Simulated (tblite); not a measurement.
Compound: C₇H₄FNO.
Atom-mapped SMILES: `[O:1]=[C:2]=[N:3][c:4]1[cH:5][cH:6][cH:7][cH:8][c:9]1[F:10]` (hydrogens: H11 on C5; H12 on C6; H13 on C7; H14 on C8)

Computed with GFN2-xTB (tblite), gas phase: L-BFGS steps from a force-field or distance-geometry start until the largest atomic force falls under 0.01 eV/Å.

Step 38: E = -782.5043 eV
```
atom  x, y, z in Å  |  force x, y, z in eV/Å
O1      4.3019    0.6560   -0.2319   -0.238  -0.081  -0.016
C2      3.1464    0.5805   -0.2294   -0.025   0.026  -0.051
N3      1.9639    0.7153   -0.2738    0.246  -0.015   0.095
C4      0.6796    0.2830   -0.1037    0.013  -0.016   0.013
C5     -0.2771    1.2057    0.3120   -0.004   0.006  -0.029
C6     -1.5994    0.8307    0.4526    0.036   0.030  -0.001
C7     -1.9875   -0.4732    0.1921   -0.011   0.019   0.029
C8     -1.0487   -1.4091   -0.2076    0.004   0.008  -0.019
C9      0.2713   -1.0282   -0.3561   -0.027  -0.011  -0.012
F10     1.1787   -1.9457   -0.7514    0.034   0.053   0.007
H11     0.0487    2.2125    0.5216   -0.054   0.022  -0.026
H12    -2.3284    1.5634    0.7611   -0.014  -0.012   0.028
H13    -3.0204   -0.7617    0.3078    0.009  -0.025  -0.023
H14    -1.3295   -2.4297   -0.4151    0.033  -0.004   0.006
```

Step 39: E = -782.5059 eV
```
atom  x, y, z in Å  |  force x, y, z in eV/Å
O1      4.3013    0.6514   -0.2502   -0.130  -0.058  -0.024
C2      3.1466    0.5818   -0.2393   -0.105  -0.016  -0.029
N3      1.9639    0.7166   -0.2643    0.240   0.010   0.083
C4      0.6801    0.2839   -0.0995    0.006  -0.015   0.011
C5     -0.2782    1.2053    0.3153    0.017   0.013  -0.013
C6     -1.6001    0.8301    0.4502    0.010   0.028   0.010
C7     -1.9882   -0.4721    0.1838    0.009   0.015   0.020
C8     -1.0470   -1.4087   -0.2101   -0.032   0.023   0.004
C9      0.2737   -1.0279   -0.3519   -0.031  -0.024  -0.006
F10     1.1847   -1.9474   -0.7360    0.025   0.065   0.001
H11     0.0428    2.2113    0.5352   -0.027   0.024  -0.043
H12    -2.3276    1.5616    0.7640   -0.031  -0.006   0.016
H13    -3.0227   -0.7564    0.2913    0.000  -0.049  -0.016
H14    -1.3298   -2.4299   -0.4104    0.048  -0.011  -0.015
```

Step 40: E = -782.5071 eV
```
atom  x, y, z in Å  |  force x, y, z in eV/Å
O1      4.2999    0.6467   -0.2670   -0.085  -0.049  -0.026
C2      3.1454    0.5814   -0.2473    0.014  -0.048  -0.020
N3      1.9644    0.7190   -0.2547    0.082   0.020   0.073
C4      0.6803    0.2846   -0.0970    0.009  -0.011   0.013
C5     -0.2784    1.2055    0.3176   -0.005   0.014   0.006
C6     -1.6004    0.8306    0.4482    0.002   0.015   0.014
C7     -1.9882   -0.4703    0.1761   -0.023   0.016   0.027
C8     -1.0465   -1.4080   -0.2121   -0.008   0.000   0.002
C9      0.2753   -1.0283   -0.3488   -0.024   0.006   0.011
F10     1.1899   -1.9483   -0.7218    0.020   0.060  -0.009
H11     0.0373    2.2106    0.5470    0.006   0.028  -0.057
H12    -2.3273    1.5599    0.7679   -0.039   0.000   0.003
H13    -3.0241   -0.7528    0.2762    0.004  -0.053  -0.008
H14    -1.3282   -2.4310   -0.4061    0.049   0.000  -0.028
```

Step 41: E = -782.5081 eV
```
atom  x, y, z in Å  |  force x, y, z in eV/Å
O1      4.3000    0.6435   -0.2880   -0.064  -0.049  -0.028
C2      3.1460    0.5795   -0.2564   -0.043  -0.046  -0.013
N3      1.9652    0.7221   -0.2426    0.109   0.002   0.068
C4      0.6813    0.2846   -0.0920   -0.007   0.021   0.024
C5     -0.2787    1.2053    0.3217   -0.005   0.009   0.014
C6     -1.6012    0.8313    0.4463   -0.030   0.004   0.021
C7     -1.9900   -0.4681    0.1684   -0.004  -0.015   0.017
C8     -1.0465   -1.4072   -0.2139   -0.005   0.011   0.012
C9      0.2763   -1.0285   -0.3437   -0.002   0.024   0.019
F10     1.1950   -1.9490   -0.7063    0.007   0.056  -0.017
H11     0.0338    2.2097    0.5587    0.024   0.022  -0.069
H12    -2.3288    1.5585    0.7698   -0.032   0.003  -0.011
H13    -3.0269   -0.7506    0.2597    0.011  -0.045   0.002
H14    -1.3261   -2.4316   -0.4036    0.042   0.003  -0.040
```

**Question.** Estimate the geometry and energy of step 42. (The exact step hangs on the optimiser's Hessian estimate; all steps are aligned on step 41, rigid shifts and turns removed.)

**Answer.** E = -782.5098 eV, largest force 0.102 eV/Å
```
atom  x, y, z in Å  |  force x, y, z in eV/Å
O1      4.2983    0.6361   -0.3102    0.019  -0.047  -0.031
C2      3.1452    0.5755   -0.2647    0.052  -0.067  -0.012
N3      1.9673    0.7242   -0.2266   -0.077   0.005   0.067
C4      0.6826    0.2854   -0.0855   -0.028   0.061   0.024
C5     -0.2790    1.2066    0.3243   -0.029  -0.005   0.034
C6     -1.6019    0.8324    0.4451   -0.064  -0.017   0.024
C7     -1.9913   -0.4663    0.1632    0.002  -0.038  -0.011
C8     -1.0461   -1.4055   -0.2162    0.016   0.003   0.026
C9      0.2774   -1.0276   -0.3391    0.018   0.060   0.039
F10     1.2010   -1.9464   -0.6924    0.002   0.029  -0.029
H11     0.0283    2.2111    0.5664    0.049   0.023  -0.074
H12    -2.3314    1.5566    0.7725   -0.016   0.006  -0.028
H13    -3.0291   -0.7508    0.2434    0.029  -0.025   0.022
H14    -1.3219   -2.4318   -0.4022    0.028   0.013  -0.052
```

The energy changes by -0.0018 eV. The first-order estimate −F·Δx gives -0.0024 eV and the mean of the old and new forces, exact on a quadratic surface, -0.0018 eV. The step makes an angle of 75° with the force vector and moves no atom by more than 0.023 Å.

Run on one thread, Arm Neoverse N1 (shared host).
